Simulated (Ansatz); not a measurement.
One geometry of the cluster In6Sb4Br6, several levels of theory.

```yaml
crystal:
  periodic: [false, false, false]
  atoms:
    - {symbol: In, position_ang: [3.872781, 1.091348, -0.533122]}
    - {symbol: In, position_ang: [-0.937474, -2.991028, -1.594913]}
    - {symbol: In, position_ang: [-1.691140, 2.175397, 1.638082]}
    - {symbol: In, position_ang: [-1.878760, 0.132345, -1.445847]}
    - {symbol: In, position_ang: [0.532994, -3.108164, 2.339774]}
    - {symbol: In, position_ang: [0.674048, 1.277284, -3.486745]}
    - {symbol: Sb, position_ang: [1.234196, -0.817685, -0.243956]}
    - {symbol: Sb, position_ang: [1.363533, 0.311239, 2.417367]}
    - {symbol: Sb, position_ang: [0.784398, 2.045615, 0.126163]}
    - {symbol: Sb, position_ang: [-1.378130, -0.066541, 3.390771]}
    - {symbol: Br, position_ang: [-1.811185, 4.469757, 2.721281]}
    - {symbol: Br, position_ang: [0.874386, -1.621572, -3.508694]}
    - {symbol: Br, position_ang: [3.475393, 1.538581, -3.325229]}
    - {symbol: Br, position_ang: [1.001022, -4.566613, -0.063765]}
    - {symbol: Br, position_ang: [-3.810155, 1.846020, 0.052690]}
    - {symbol: Br, position_ang: [-2.305928, -1.715993, 1.516152]}
basis:
  gaussian: {orbitals: def2-SVP, initial_orbitals: start.molden}
hamiltonian: {xc: pbe}
correlation: {method: rpa}
scf: {omitted_lower_state_checks: [starts]}
```

The file start.molden holds the orbitals of an earlier run on this structure, at another level or in another basis.

```sh
$ ansatz run in.yaml --threads 2 --pin off --events-out ev --progress --plain --max-ram 22528MiB --backend cuda --devices 0, --max-vram 18GiB
```

Output, abridged:

```
Functional definition: PBE
  name "PBE"
  cite "Perdew, Burke & Ernzerhof, Phys. Rev. Lett. 77, 3865 (1996) doi:10.1103/PhysRevLett.77.3865"
  parent pbe
  parameter kappa = 0.804
  parameter beta = 0.06672455060314922
  exchange = pbe_x(kappa = kappa, mu = beta*pi^2/3)
  correlation = pbe_c(beta = beta)
these checks for a lower state are left out or cut short: starts
5188 factors; integrals over basis functions are off by at most 3.1e-4 eV
mean field evaluation 1: about -477377.2830 eV, gradient 1.5e1 eV
mean field evaluation 2: about -477377.7352 eV, gradient 5.0e-1 eV
mean field evaluation 4: about -477377.7323 eV, gradient 4.4e-3 eV
mean field evaluation 8: about -477377.7323 eV, gradient 1.5e-6 eV
mean field -477377.73225293 eV, -17543.3080820464 hartree, gradient 1.5e-6 eV, S^2 0.000000; 0 other end points of the search recorded, 0 dependent functions left out
94 core orbitals not correlated: weight in the atoms' cores, before any rotation towards them, 1.000 or more for the frozen orbitals, at most 0.000 for the correlated occupied ones
reference -476887.65401544 eV, -17525.2980390057 hartree; 120, 120 occupied and 238, 238 virtual orbitals, 5188 factors
Total energy: -476983.56334427 eV, -17528.8226418305 hartree
Checks for a lower state left out: starts
```

Run time 15 s (2 threads of AMD EPYC 7R13 on a shared host and a share (18 GiB) of an NVIDIA H100 80GB HBM3), peak host memory 2.9 GiB.

Geometry: PBE-D4/def2-SVP.

In the def2 sets In, Sb take a core potential; there is no spin–orbit coupling. Correlated methods freeze 94 core orbitals; core or outer-core shells of In, Sb, Br are correlated, in sets that lack core-valence functions. Another isomer (singlet) lies 0.52 eV lower at PBE0-D4/def2-TZVP; other spin states weren't run for this one.
